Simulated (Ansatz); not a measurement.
`F[SiH2][S][GeH3]` and `F[SiH2]S[SiH2]Cl` differ in one atom or group.

Ansatz, PBE0-D4/def2-TZVP geometries, multiplicity 1. Each molecule was computed in one conformer, which needn't be the lowest.

Scalar relativity is left out up to krypton.

```csv
property,`F[SiH2][S][GeH3]`
size of the dipole moment (PBE/def2-TZVPP) / D,1.36
LUMO energy (PBE/def2-TZVPP) / eV,-1.27
HOMO–LUMO gap (PBE0/def2-TZVPP) / eV,7.38
LUMO energy (B3LYP/def2-TZVPP) / eV,-0.63
size of the dipole moment (ωB97M-V/def2-TZVPP) / D,1.43
size of the dipole moment (B3LYP/def2-TZVPP) / D,1.41
```

Q: Give the same properties after the change, and the shifts. (Estimate.)

A: The calculation gave: 
| property | `F[SiH2]S[SiH2]Cl` | shift |
| --- | --- | --- |
| size of the dipole moment (PBE/def2-TZVPP) / D | 0.12 | -1.24 |
| LUMO energy (PBE/def2-TZVPP) / eV | -1.35 | -0.08 |
| HOMO–LUMO gap (PBE0/def2-TZVPP) / eV | 7.79 | 0.41 |
| LUMO energy (B3LYP/def2-TZVPP) / eV | -0.65 | -0.02 |
| size of the dipole moment (ωB97M-V/def2-TZVPP) / D | 0.12 | -1.31 |
| size of the dipole moment (B3LYP/def2-TZVPP) / D | 0.14 | -1.27 |

With PBE0 the HOMO falls by 0.51 eV and the LUMO falls by 0.10 eV, so the gap widens by about 0.41 eV. PBE moves the HOMO by -0.49 eV and ωB97M-V by -0.51 eV. Dipoles are sizes alone; their direction can turn.

Positive LUMOs are unbound, so they and the gaps depend on the basis.

B3LYP here is the variant with VWN-RPA as its local correlation; programs differ in this.
